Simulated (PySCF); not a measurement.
Cartesian coordinates in Å; atom numbers follow the order of the lines, from 1:
```xyz
23

C    -1.826    0.381    1.597
Si   -1.125   -0.036   -0.097
C    -1.666   -1.761   -0.618
C    -1.706    1.224   -1.367
C     0.764    0.009   -0.016
C     1.477    0.261    1.163
C     2.869    0.276    1.139
C     3.514    0.038   -0.073
N     2.864   -0.205   -1.209
C     1.536   -0.216   -1.169
H    -1.505   -0.349    2.357
H    -1.514    1.383    1.930
H    -2.927    0.367    1.567
H    -1.238   -2.030   -1.596
H    -2.763   -1.819   -0.703
H    -1.338   -2.517    0.112
H    -1.367    2.237   -1.099
H    -1.310    0.991   -2.368
H    -2.805    1.236   -1.435
H     0.948    0.447    2.102
H     3.449    0.471    2.044
H     4.609    0.043   -0.128
H     1.040   -0.420   -2.128
```

Isolated molecule, one computed conformer, non-relativistic Hamiltonian, fast rotation and ring inversion assumed for equivalent nuclei. NMR shieldings at PBE0/pcSseg-1/GIAO; PBE0-D3(BJ)/def2-SVP geometry; PySCF 2.14.0 with density-fitted response routines.

Referencing at the same level of theory: ¹³C (σref 184.41) against TMS.

**Question.** Do the ¹³C shifts follow the atomic charges (in e)? Tabulate both.

**Answer.** 
```csv
atoms,hybridisation,δ (ppm),σ para (ppm),Hirshfeld,IAO,Mulliken,ESP-fitted
C10,sp2,161.1,-230,+0.02,+0.00,+0.16,+0.62
C8,sp2,155.8,-224,+0.02,-0.01,+0.13,+0.55
C6,sp2,146.0,-215,-0.03,-0.11,-0.02,+0.34
C5,sp2,139.1,-221,-0.10,-0.31,-0.48,-0.74
C7,sp2,127.8,-202,-0.06,-0.18,-0.17,-0.63
C1/C3/C4,sp3,-0.9,-71,-0.22,-0.72,-0.62,-0.78
```

Correlation coefficients of δ with charge over these carbons: Hirshfeld +0.92, IAO +0.95, Mulliken +0.78, ESP-fitted +0.63; with the paramagnetic shielding -1.00. Among the 5 sp2 carbons alone: Hirshfeld +0.80, IAO +0.78, Mulliken +0.72, ESP-fitted +0.90. With so few points, grouped by hybridisation, these coefficients are fragile. Charge is one influence among several: hybridisation and low-lying excitations act through the paramagnetic term.

Shifts are as computed. Against solution values, carbons near 30 ppm lie about +2 ppm off and those near 130 ppm about +5 ppm. Of 1211 compounds with measured shifts, 218 miss one by over three times the rms of a fit or turn the order of signals round; such compounds aren't used in these exercises.
